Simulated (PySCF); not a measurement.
Species: C₂H₁₁NOSi₂.
Bonds: C1–O2, O2–C3, C3–Si4, Si4–Si5, Si5–N6. Hydrogens: H7, H8, H9 on C1; H10, H11 on C3; H12, H13 on Si4; H14, H15 on Si5; H16, H17 on N6.

The same species was optimised twice, with GFN2-xTB and with PBE0-D3(BJ)/def2-SVP (PySCF), and the same property calculations (PySCF, gas phase) were run on both structures.

```
       coordinate  GFN2-xTB  PBE0-D3(BJ)/def2-SVP  change
      Si4–Si5 (Å)     2.305                 2.343  +0.038
       Si5–N6 (Å)     1.730                 1.742  +0.012
        O2–C3 (Å)     1.415                 1.403  -0.012
        C1–O2 (Å)     1.401                 1.394  -0.007
       C3–Si4 (Å)     1.906                 1.904  -0.002
   Si4–Si5–N6 (°)     104.9                 108.7    +3.8
    O2–C3–Si4 (°)     104.1                 107.1    +3.0
     C1–O2–C3 (°)     113.8                 113.7    -0.1
   C3–Si4–Si5 (°)     107.0                 107.0     0.0
 C1–O2–C3–Si4 (°)       180                   180       0
O2–C3–Si4–Si5 (°)        43                    43       0
C3–Si4–Si5–N6 (°)       171                   170      -1
```

Rotational constants: A = 4409, B = 1052, C = 889.9 MHz (GFN2-xTB) against A = 4403, B = 1014, C = 862.3 MHz (PBE0-D3(BJ)/def2-SVP). Point groups within 0.08 Å: C1 and C1.

On the GFN2-xTB structure: lowest singlet, TDDFT (eV) 5.42 [B3LYP/def2-SVPD]; lowest triplet, Tamm–Dancoff (eV) 5.14 [B3LYP/def2-SVPD]; isotropic polarisability (au) 96.2 [B3LYP/def2-SVPD]; HOMO (eV) -6.93 [B3LYP/def2-SVPD]; LUMO (eV) -0.47 [B3LYP/def2-SVPD]; dipole (D) 0.50 [B3LYP/def2-SVPD].

**Question.** What do these properties become on the PBE0-D3(BJ)/def2-SVP structure?

**Answer.** 
```
                                    property            level  on GFN2-xTB  on PBE0-D3(BJ)/def2-SVP  change
                  lowest singlet, TDDFT (eV)  B3LYP/def2-SVPD         5.42                     5.57   +0.15
           lowest triplet, Tamm–Dancoff (eV)  B3LYP/def2-SVPD         5.14                     5.26   +0.12
               isotropic polarisability (au)  B3LYP/def2-SVPD         96.2                     98.5    +2.3
                                   HOMO (eV)  B3LYP/def2-SVPD        -6.93                    -6.95   -0.02
                                   LUMO (eV)  B3LYP/def2-SVPD        -0.47                    -0.34   +0.13
                                  dipole (D)  B3LYP/def2-SVPD         0.50                     0.44   -0.06
energy, GFN2-xTB geometry as zero (kcal/mol)  B3LYP/def2-SVPD          0.0                     -3.3    -3.3
```

The heavy atoms differ by 0.055 Å rms after alignment. Among bonds between heavy atoms Si4–Si5 changes most (+0.038 Å). Changes are differences of the printed values. Neither structure is proved a minimum here.

Conformer computed: `[CH3:1][O:2][CH2:3][SiH2:4][SiH2:5][NH2:6]`: C1–O2–C3–Si4 180°, O2–C3–Si4–Si5 43°, C3–Si4–Si5–N6 170°, H–N6–Si5–Si4 52°, H–N6–Si5–Si4 -172°.
